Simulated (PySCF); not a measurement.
**Antimony: a sound run and one with changed settings**

Sound run: Sb⁺ [Kr] 4d10 5s2 5p2, Sb²⁺ [Kr] 4d10 5s2 5p1. Computed with PySCF 2.14 in cc-pVDZ-PP with ECP28MDF (4s3p2d, 23 functions), with a scalar-relativistic core potential. The sound run starts from symmetry-adapted Hartree-Fock orbitals and uses a fine grid where one is needed.

Changed run: initial guess 1e, at most 2 SCF cycles. This setting is unsound on purpose.

| species | method | sound run (hartree) | changed run (hartree) | converged |
| --- | --- | --- | --- | --- |
| Sb⁺ | UHF | -238.95660 | -238.95479 | no |
| Sb⁺ | r2SCAN | -239.96681 | -239.87919 | no |
| Sb⁺ | M06-2X | -239.81845 | -239.80286 | no |
| Sb²⁺ | UHF | -238.36855 | -238.36771 | no |
| Sb²⁺ | r2SCAN | -239.35482 | -239.32240 | no |
| Sb²⁺ | M06-2X | -239.21569 | -239.21146 | no |

The SCF was stopped early; the energies are upper bounds that still move, and correlated levels were skipped or rest on poor orbitals.
